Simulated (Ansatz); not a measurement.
Start from `O[SiH2]OBF` and change one atom or group to get `FBO[SiH3]`.

Ansatz, PBE0-D4/def2-TZVP geometries, multiplicity 1. Each molecule was computed in one conformer, which needn't be the lowest.

```csv
property,`O[SiH2]OBF`
HOMO energy (PBE/def2-TZVPP) / eV,-7.79
HOMO–LUMO gap (ωB97M-V/def2-TZVPP) / eV,13.18
HOMO–LUMO gap (B3LYP/def2-TZVPP) / eV,8.82
size of the dipole moment (ωB97M-V/def2-TZVPP) / D,2.18
HOMO–LUMO gap (PBE/def2-TZVPP) / eV,6.91
zero-point energy (PBE0-D4/def2-TZVP) / kJ/mol,137.6
```

(1) What does the change do to each property? (Best estimate.)

## Answers

(1) Computed: 
| property | `FBO[SiH3]` | shift |
| --- | --- | --- |
| HOMO energy (PBE/def2-TZVPP) / eV | -7.92 | -0.13 |
| HOMO–LUMO gap (ωB97M-V/def2-TZVPP) / eV | 13.48 | 0.30 |
| HOMO–LUMO gap (B3LYP/def2-TZVPP) / eV | 9.03 | 0.21 |
| size of the dipole moment (ωB97M-V/def2-TZVPP) / D | 1.81 | -0.37 |
| HOMO–LUMO gap (PBE/def2-TZVPP) / eV | 7.04 | 0.13 |
| zero-point energy (PBE0-D4/def2-TZVP) / kJ/mol | 119.8 | -17.8 |

With PBE0 the HOMO falls by 0.20 eV and the LUMO falls by 0.05 eV, so the gap widens by about 0.15 eV. PBE moves the HOMO by -0.13 eV and ωB97M-V by -0.27 eV. The zero-point energy changes by -17.8 kJ/mol with -3 modes. Dipoles are sizes alone; their direction can turn.

B3LYP here is the variant with VWN-RPA as its local correlation; programs differ in this.
